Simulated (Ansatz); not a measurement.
`[SiH3][GeH3]` + `Cl[SiH]1[CH2][AlH]1` → `[SiH3][GeH2][Cl]` + `[CH2]1[AlH][SiH2]1` at 700 K and 1 bar (redistribution).

Isolated molecules relaxed with PBE0-D4/def2-TZVP in Ansatz; ΔE leaves out vibrations. CCSD(T)/CBS is the MP2 limit (def2-TZVPP, def2-QZVPP) plus CCSD(T) − MP2 in def2-TZVPP, frozen cores. For Ge outer-core shells are correlated without core-valence functions, which leaves a few kJ/mol of doubt a bond. Scalar relativity is left out up to krypton.

```tsv
species	CCSD(T)/CBS energy (Eh)	H − E (kJ/mol)	S (J/(mol·K))
`[SiH3][GeH3]`	-2368.78170	184.9	383.3
`Cl[SiH]1[CH2][AlH]1`	-1031.32235	178.5	436.7
`[SiH3][GeH2][Cl]`	-2828.00643	176.5	436.1
`[CH2]1[AlH][SiH2]1`	-572.08710	187.4	397.1
```

H − E and S are ideal-gas, rigid-rotor, harmonic terms from PBE0-D4/def2-TZVP, for one conformer and one mirror image of each species. 1 Eh = 2625.50 kJ/mol, R = 8.31446 J/(mol·K).

Question: By hand: ΔE, ΔH, ΔS and ΔG.

Answer: ΔE = (-2828.00643) + (-572.08710) − (-2368.78170) − (-1031.32235) = 0.01052 Eh = 27.6 kJ/mol. Δ(H − E) = 176.5 + 187.4 − 184.9 − 178.5 = 0.5, so ΔH = 28.1 kJ/mol. ΔS = 436.1 + 397.1 − 383.3 − 436.7 = 13.2 J/(mol·K). ΔG = 28.1 − 700 × (13.2)/1000 = 18.9 kJ/mol.

Question: By hand: the equilibrium constant, and the temperature at which ΔG would vanish if ΔH and ΔS stayed fixed.

Answer: log₁₀ K = −ΔG/(RT ln 10) = -1.4. ΔG = 0 at ΔH/ΔS = 2129 K, though so small a ΔS makes that figure unsure.

The number of gas molecules stays the same, so ΔS is small and ΔH decides. A doubt of 5 kJ/mol in ΔE shifts log₁₀ K by 0.4 here. Other conformers and mirror images would add mixing entropy, several J/(mol·K) or more a flexible species. These are equilibria of isolated gas molecules and say nothing of rates. Largest T1 diagnostic: 0.013 (customary marks: 0.02 for closed shells, 0.045 for open ones).
